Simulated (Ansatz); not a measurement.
`C[CH](O)[GeH3]` → `CO[CH2][GeH3]`  (isomerisation)

Gas-phase electronic energies from Ansatz, PBE0-D4/def2-TZVP geometries. CCSD(T)/CBS adds triple-zeta CCSD(T) − MP2 to the extrapolated MP2 energy (def2 sets, frozen cores). DFT in def2-TZVPP. B3LYP here is the variant with VWN-RPA as its local correlation; programs differ in this. HSE06 is defined as in plane-wave codes. For Ge outer-core shells are correlated without core-valence functions, which leaves a few kJ/mol of doubt a bond. Scalar relativity is left out up to krypton. One conformer a species, not always the lowest.

```json
{"level": "LDA (SPW92)", "ΔE (kcal/mol)": "11.3", "difference from CCSD(T)/CBS": "-0.5"}
{"level": "PBE-D4", "ΔE (kcal/mol)": "10.6", "difference from CCSD(T)/CBS": "-1.2"}
{"level": "revPBE-D4", "ΔE (kcal/mol)": "10.6", "difference from CCSD(T)/CBS": "-1.2"}
{"level": "BLYP-D4", "ΔE (kcal/mol)": "9.4", "difference from CCSD(T)/CBS": "-2.4"}
{"level": "r2SCAN-D4", "ΔE (kcal/mol)": "10.7", "difference from CCSD(T)/CBS": "-1.1"}
{"level": "B97M-V", "ΔE (kcal/mol)": "10.2", "difference from CCSD(T)/CBS": "-1.6"}
{"level": "PBE0-D4", "ΔE (kcal/mol)": "10.9", "difference from CCSD(T)/CBS": "-0.9"}
{"level": "B3LYP-D4", "ΔE (kcal/mol)": "9.7", "difference from CCSD(T)/CBS": "-2.1"}
{"level": "r2SCANh-D4", "ΔE (kcal/mol)": "10.8", "difference from CCSD(T)/CBS": "-1.0"}
{"level": "r2SCAN0-D4", "ΔE (kcal/mol)": "11.0", "difference from CCSD(T)/CBS": "-0.8"}
{"level": "HSE06-D4", "ΔE (kcal/mol)": "10.9", "difference from CCSD(T)/CBS": "-0.9"}
{"level": "CAM-B3LYP-D4", "ΔE (kcal/mol)": "9.7", "difference from CCSD(T)/CBS": "-2.1"}
{"level": "ωB97X-V", "ΔE (kcal/mol)": "10.2", "difference from CCSD(T)/CBS": "-1.6"}
{"level": "B2PLYP", "ΔE (kcal/mol)": "10.0", "difference from CCSD(T)/CBS": "-1.8"}
{"level": "PBE-QIDH", "ΔE (kcal/mol)": "11.3", "difference from CCSD(T)/CBS": "-0.5"}
{"level": "PBE", "ΔE (kcal/mol)": "10.2", "difference from CCSD(T)/CBS": "-1.6"}
{"level": "revPBE", "ΔE (kcal/mol)": "9.7", "difference from CCSD(T)/CBS": "-2.1"}
{"level": "BLYP", "ΔE (kcal/mol)": "8.5", "difference from CCSD(T)/CBS": "-3.3"}
{"level": "r2SCAN", "ΔE (kcal/mol)": "10.6", "difference from CCSD(T)/CBS": "-1.2"}
{"level": "B3LYP", "ΔE (kcal/mol)": "9.0", "difference from CCSD(T)/CBS": "-2.8"}
{"level": "r2SCANh", "ΔE (kcal/mol)": "10.7", "difference from CCSD(T)/CBS": "-1.1"}
{"level": "r2SCAN0", "ΔE (kcal/mol)": "10.9", "difference from CCSD(T)/CBS": "-0.9"}
{"level": "HSE06", "ΔE (kcal/mol)": "10.6", "difference from CCSD(T)/CBS": "-1.2"}
{"level": "CAM-B3LYP", "ΔE (kcal/mol)": "9.3", "difference from CCSD(T)/CBS": "-2.5"}
{"level": "LC-ωPBE", "ΔE (kcal/mol)": "10.8", "difference from CCSD(T)/CBS": "-1.0"}
{"level": "RPA@PBE/def2-TZVPP", "ΔE (kcal/mol)": "10.0", "difference from CCSD(T)/CBS": "-1.8"}
{"level": "HF/def2-SVP", "ΔE (kcal/mol)": "7.4", "difference from CCSD(T)/CBS": "-4.4"}
{"level": "MP2/def2-SVP", "ΔE (kcal/mol)": "11.0", "difference from CCSD(T)/CBS": "-0.8"}
{"level": "CCSD/def2-SVP", "ΔE (kcal/mol)": "9.7", "difference from CCSD(T)/CBS": "-2.1"}
{"level": "CCSD(T)/def2-SVP", "ΔE (kcal/mol)": "9.8", "difference from CCSD(T)/CBS": "-2.0"}
{"level": "HF/def2-TZVPP", "ΔE (kcal/mol)": "8.2", "difference from CCSD(T)/CBS": "-3.6"}
{"level": "MP2/def2-TZVPP", "ΔE (kcal/mol)": "12.0", "difference from CCSD(T)/CBS": "0.2"}
{"level": "SCS-MP2/def2-TZVPP", "ΔE (kcal/mol)": "10.7", "difference from CCSD(T)/CBS": "-1.1"}
{"level": "CCSD/def2-TZVPP", "ΔE (kcal/mol)": "10.8", "difference from CCSD(T)/CBS": "-1.0"}
{"level": "CCSD(T)/def2-TZVPP", "ΔE (kcal/mol)": "11.0", "difference from CCSD(T)/CBS": "-0.8"}
{"level": "HF/def2-QZVPP", "ΔE (kcal/mol)": "8.1", "difference from CCSD(T)/CBS": "-3.7"}
{"level": "MP2/def2-QZVPP", "ΔE (kcal/mol)": "12.4", "difference from CCSD(T)/CBS": "0.6"}
{"level": "HF/CBS(def2)", "ΔE (kcal/mol)": "8.0", "difference from CCSD(T)/CBS": "-3.8"}
{"level": "MP2/CBS(def2)", "ΔE (kcal/mol)": "12.8", "difference from CCSD(T)/CBS": "1.0"}
{"level": "CCSD/CBS(def2)", "ΔE (kcal/mol)": "11.6", "difference from CCSD(T)/CBS": "-0.2"}
{"level": "CCSD(T)/CBS", "ΔE (kcal/mol)": "11.8", "difference from CCSD(T)/CBS": "0"}
```

Largest T1 diagnostic among the species: 0.011.

At CCSD(T), def2-SVP lies −2.0 kcal/mol from the extrapolated value and def2-TZVPP −0.8 kcal/mol. In def2-TZVPP, CCSD(T) changes the Hartree–Fock value by +2.8 kcal/mol (the triples alone add +0.2 kcal/mol) and MP2 by +3.8 kcal/mol.

CCSD(T)/CBS has its own doubt, a few kJ/mol and more with outer-core shells, so smaller differences from it don't rank the levels.
